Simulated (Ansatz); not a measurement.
Ansatz (a program for electronic structure) input (CCSD(T)/aug-cc-pV(D+d)Z):
A basis named .json is the Basis Set Exchange file of that set.

Ansatz 0.2 input:
```yaml
crystal:
  periodic: [false, false, false]
  atoms:
    - {symbol: C, position_ang: [-4.02398704, 0.69800564, -0.42314048]}
    - {symbol: C, position_ang: [-2.63203281, 0.91684219, 0.16232699]}
    - {symbol: C, position_ang: [-1.61611800, -0.12222477, -0.30637080]}
    - {symbol: C, position_ang: [-0.22191516, 0.08963301, 0.28131785]}
    - {symbol: C, position_ang: [0.77841181, -0.95448278, -0.19964380]}
    - {symbol: S, position_ang: [2.45132780, -0.80504277, 0.50000519]}
    - {symbol: C, position_ang: [3.01480643, 0.71624216, -0.30868972]}
    - {symbol: H, position_ang: [-4.72891528, 1.45378513, -0.07215170]}
    - {symbol: H, position_ang: [-4.00285433, 0.74366553, -1.51471211]}
    - {symbol: H, position_ang: [-4.41860925, -0.28138080, -0.14202533]}
    - {symbol: H, position_ang: [-2.27375268, 1.91591259, -0.10643952]}
    - {symbol: H, position_ang: [-2.68631201, 0.89773285, 1.25550698]}
    - {symbol: H, position_ang: [-1.55818347, -0.10213366, -1.40050183]}
    - {symbol: H, position_ang: [-1.97423499, -1.12308176, -0.04005610]}
    - {symbol: H, position_ang: [0.13134900, 1.08951753, 0.01401768]}
    - {symbol: H, position_ang: [-0.26881837, 0.06028162, 1.37316365]}
    - {symbol: H, position_ang: [0.85646068, -0.94592958, -1.29003584]}
    - {symbol: H, position_ang: [0.44900146, -1.95493648, 0.08902801]}
    - {symbol: H, position_ang: [4.05653531, 0.85616615, -0.02350050]}
    - {symbol: H, position_ang: [2.44455942, 1.58523999, 0.01659462]}
    - {symbol: H, position_ang: [2.95753819, 0.62175231, -1.39377119]}
basis:
  gaussian:
    orbitals: aug-cc-pV_D+d_Z.json
total_charge: 1
magnetization: {spin_polarized: true, initial_magnetization: 1}
correlation: {method: ccsd_t, electrons: outside_noble_gas}
```

End of the output:

```
second order -27.53597176 eV of doubles, -0.00000000 eV of singles
coupled cluster: 34.91 GiB planned
cycle   1  -30.24635527 eV  change    -1.2e0 eV  update   3.5e-2
cycle   2  -30.29527282 eV  change   -4.9e-2 eV  update   8.0e-3
cycle   3  -30.29890285 eV  change   -3.6e-3 eV  update   4.0e-3
cycle   4  -30.29996752 eV  change   -1.1e-3 eV  update   1.6e-3
cycle   5  -30.30020705 eV  change   -2.4e-4 eV  update   1.2e-3
cycle   6  -30.30065034 eV  change   -4.4e-4 eV  update   6.9e-4
cycle   7  -30.30093911 eV  change   -2.9e-4 eV  update   4.2e-4
cycle   8  -30.30105279 eV  change   -1.1e-4 eV  update   1.9e-4
cycle   9  -30.30104609 eV  change    6.7e-6 eV  update   1.3e-4
cycle  10  -30.30095580 eV  change    9.0e-5 eV  update   7.4e-5
cycle  11  -30.30094715 eV  change    8.6e-6 eV  update   3.4e-5
perturbative correction -1.05520280 eV, -0.0387779878 hartree
Total energy: -17246.74352852 eV, -633.8061344106 hartree
```

This state (charge 1, doublet) is run at the relaxed geometry of the species with charge 0 and multiplicity 1.
